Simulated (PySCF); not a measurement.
# Correlation energy of Tc²⁺ (technetium, charge +2)

[Kr] 4d4 5p1, one real determinant (an excited configuration). Calculation: PySCF 2.14, in aug-cc-pVDZ-PP with ECP28MDF; scalar relativity through the core potential. Frozen: 4s2 4p6; 5 electrons correlated.

| level | correlation energy (mhartree) |
| --- | --- |
| CCSD | -41.50 |
| (T) | -0.42 |
| CCSD(T) | -41.92 |

Diagnostics: T1 = 0.0060, D1 = 0.0159, largest double amplitude 0.076.

Q: Is a single reference adequate?

A: Mostly. T1 lies below 0.03, but a double amplitude of this size points to a near-degeneracy that CCSD handles and MP2 describes poorly.

The reference is one real determinant that mixes LS terms of this configuration.
